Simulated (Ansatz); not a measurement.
`OB(F)Br` + `[SiH3]S` → `OB(F)S[SiH3]` + HBr  (ligand exchange at a B–Br bond)

Gas-phase electronic energies from Ansatz, PBE0-D4/def2-TZVP geometries. CCSD(T)/CBS is the MP2 limit (def2-TZVPP, def2-QZVPP) plus CCSD(T) − MP2 in def2-TZVPP, frozen cores. DFT in def2-TZVPP. For Br outer-core shells are correlated without core-valence functions, which leaves a few kJ/mol of doubt a bond. Scalar relativity is left out up to krypton. Each species was taken in one conformer, which may not be the lowest.

Task: Is it downhill or uphill in electronic energy at CCSD(T)/CBS, and by how much? (An estimate is asked.)

Result: The calculation gave: Uphill: ΔE = +10.3 kJ/mol.

Task: What do these levels give: PBE0-D4, ωB97X-V, PBE, r2SCAN, SCS-MP2/def2-QZVPP, HF/CBS(def2)? (Best estimate.)

Result: Computed: PBE0-D4 8.8, ωB97X-V 8.9, PBE 11.7, r2SCAN 10.9, SCS-MP2/def2-QZVPP 11.6, HF/CBS(def2) 17.4 kJ/mol.

Largest T1 diagnostic among the species: 0.013.

The D4 term adds −5.2 kJ/mol with B3LYP and −3.0 kJ/mol with PBE0; it sums over pairs of atoms, weighted by their polarisabilities, and B3LYP, whose exchange is more repulsive, gets the larger term. In def2-TZVPP, CCSD(T) changes the Hartree–Fock value by −7.7 kJ/mol (the triples alone add −1.5 kJ/mol) and MP2 by −7.1 kJ/mol.

B3LYP here is the variant with VWN-RPA as its local correlation; programs differ in this.
